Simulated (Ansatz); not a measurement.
Spectroscopic constants of NiTe, closed-shell singlet (lowest of 2S+1 = 1, 3, 5 at CCSD(T)/def2-TZVPP on PBE0 minima; our sources give no spin for the ground state, which may be another). No spin–orbit coupling. Ni is treated without relativity. The T1 diagnostic near the minimum is 0.137, so single-reference values are doubtful.

Constants: fifth-degree fit in 1/R to seven points, most abundant isotopes. In def2 and cc sets the state is the lowest found near the PBE0 minimum, followed along R. The singlet is held restricted.

Programs: Ansatz (an electronic-structure program) with Gaussian orbitals.  In def2 rows elements past Kr take small-core potentials, without spin–orbit coupling.

Energies at B3LYP/def2-TZVPP:

```json
[
 {"R (Å)": "2.101808", "E (hartree)": "-1776.44577852"},
 {"R (Å)": "2.158309", "E (hartree)": "-1776.45194288"},
 {"R (Å)": "2.210289", "E (hartree)": "-1776.45515958"},
 {"R (Å)": "2.269049", "E (hartree)": "-1776.45654872"},
 {"R (Å)": "2.327809", "E (hartree)": "-1776.45606316"},
 {"R (Å)": "2.395610", "E (hartree)": "-1776.45372993"},
 {"R (Å)": "2.474710", "E (hartree)": "-1776.44925646"}
]
```

### Question
With a reduced mass of 40.0665 u, find the minimum, the force constant and the constants.

### Answer
A fifth-degree polynomial in 1/R puts the minimum at r_e = 2.2811 Å with force constant 224 N/m. Then ω_e = (1/2πc)√(k/μ) = 308 cm⁻¹ and B_e = h/(8π²cμr_e²) = 0.08086 cm⁻¹; the cubic and quartic terms give α_e = 0.00030 and ω_e x_e = 0.81 cm⁻¹.
